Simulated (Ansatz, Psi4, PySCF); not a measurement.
C2H3O, charge -1, singlet, at a GFN2-xTB geometry (in this run its highest filled SCF level lies above zero, so its values depend strongly on the basis, on diffuse functions most of all). Base run: PBE0/6-31G** (PySCF).

PySCF was given this input:
```python
from pyscf import gto, scf, dft

mol = gto.Mole()
mol.atom = '''
    C     0.12758253    0.83909514   -0.40587053
    O     0.01305692   -0.00449006    0.83668314
    C     0.01266963   -0.63253186   -0.40519283
    H    -0.93552180    1.24899715   -0.58229583
    H    -0.91341079   -1.19766682   -0.63989719
    H     0.90296421   -1.25478943   -0.60489199
'''
mol.basis = '6-31g**'
mol.charge = -1
mol.verbose = 4
mol.build()

mf = dft.RKS(mol)
mf.xc = 'pbe0'
mf.kernel()
```

The same geometry, method and basis name were run in Ansatz (a program for electronic structure) and Psi4 and PySCF, at each program's defaults and at the settings that a row names. The base is PySCF at its defaults. Differences at the defaults can come from grids, fitting, cores and function types together.

| code and settings | ΔE vs base (µEh) | basis functions | E (Eh) | SCF cycles |
|---|---|---|---|---|
| PySCF, defaults (exact integrals, its default grid, spherical functions) | 0.0 | 57 | -152.92367 | 10 |
| Psi4, defaults (density fitting with its default set, its default grid, Cartesian functions) | -2608 | 60 | -152.92627 | 9 |
| Ansatz, defaults (factorised integrals, its default grid, Cartesian functions) | -2595 | 60 | -152.92626 | - |
| PySCF, density fitting with def2-universal-jkfit | -18.0 | 57 | -152.92368 | 10 |
| PySCF, fine grid | 0.5 | 57 | -152.92367 | 10 |
| Psi4, exact integrals, spherical functions, fine grid | 0.7 | 57 | -152.92367 | 11 |
| Ansatz, high accuracy, Cartesian functions as the basis file defines them | -2598 | 60 | -152.92626 | - |
